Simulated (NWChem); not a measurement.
Molecule: CH4MgO; SMILES C[O][MgH]

```xyz
7

Mg     0.0000     0.0000    -1.4031
H      0.0000     0.0000    -3.1015
O      0.0000     0.0000     0.3675
C      0.0000     0.0000     1.7521
H      0.7241     0.7241     2.1620
H     -0.9892     0.2651     2.1620
H      0.2651    -0.9892     2.1620
```
Atoms are numbered in this order, from 1.

All runs: NWChem. Pople sets run with spherical d functions. The geometry was optimised at B3LYP/6-31G* (spherical d). Level r2SCAN/6-31G*: energy and gradient on several grids; changes count from the extra-fine grid, which is no exact limit either.

| grid | size of the energy change (μHa) | largest change of a gradient component (μHa/bohr) |
|---|---|---|
| xcoarse | 5000 | 4000 |
| coarse | < 10 | 400 |
| medium | 50 | 100 |
| fine | 10 | < 30 |
| xfine | < 10 | < 30 |
